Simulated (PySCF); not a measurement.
A structure optimised at r2SCAN-D4/def2-SVP, used in a PySCF frequency run:

```xyz
10

Al     0.2831    -0.2561     0.2741
C      2.1310    -0.5172    -0.2696
H      2.2016    -1.2575    -1.0859
H      2.7458    -0.8901     0.5657
H      2.5919     0.4103    -0.6493
O     -0.1992    -0.9783     1.7460
H     -1.0693    -0.9535     2.1521
P     -1.2171     1.0828    -0.9278
H     -2.3006     0.1577    -0.7956
H     -0.7847     0.5502    -2.1834
```

Write its SMILES and formula.

[CH3][Al]([OH])[PH2], CH₆AlOP

What are its rotational constants (standard atomic weights)?

5.6124, 2.6130, 1.8262 GHz
